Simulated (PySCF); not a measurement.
A structure optimised at PBE0-D3(BJ)/def2-SVP, used in a PySCF frequency run:

```xyz
11

C     -1.1748     2.2511     0.0000
C      0.1503     2.0663     0.0000
Si     0.9372     0.3935     0.0000
O     -0.4032    -0.6911     0.0000
C     -0.3569    -1.9671     0.0000
N     -0.3444    -3.1290     0.0000
H     -1.8734     1.4079     0.0000
H     -1.6160     3.2535     0.0000
H      0.8082     2.9453     0.0000
H      1.7426     0.1069     1.2185
H      1.7426     0.1069    -1.2185
```

Q: Write its SMILES, formula and point group.

A: C=C[SiH2]OC#N, C3H5NOSi, Cs

Q: What are its rotational constants (standard atomic weights)?

A: 8.0026, 1.5237, 1.2997 GHz
